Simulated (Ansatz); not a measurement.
`FBBr`. The species carries charge 0 and has multiplicity 1.

(1) What are the harmonic wavenumbers in cm⁻¹ at PBE0-D4/def2-TZVP (Ansatz, finite differences of forces, unscaled)? (Best estimate.)

(2) Is this a minimum?

(3) Give the ideal-gas thermochemistry at 298.15 K and 1 bar (rigid rotor, harmonic oscillator; point group Cs, symmetry number 1).

(4) Rotational constants (cm⁻¹)?

## Answers

(1) Computed: 330, 694, 825, 1086, 1329, 2689.

(2) Yes, all 6 modes are real.

(3) Zero-point energy 41.6 kJ/mol; H(298) − E = 53.1 kJ/mol; entropy 273.8 J/(mol·K), of which translation 167.6, rotation 98.5, vibration 7.7; G(298) − E = -28.5 kJ/mol.

(4) 1.984, 0.1242, 0.1169.
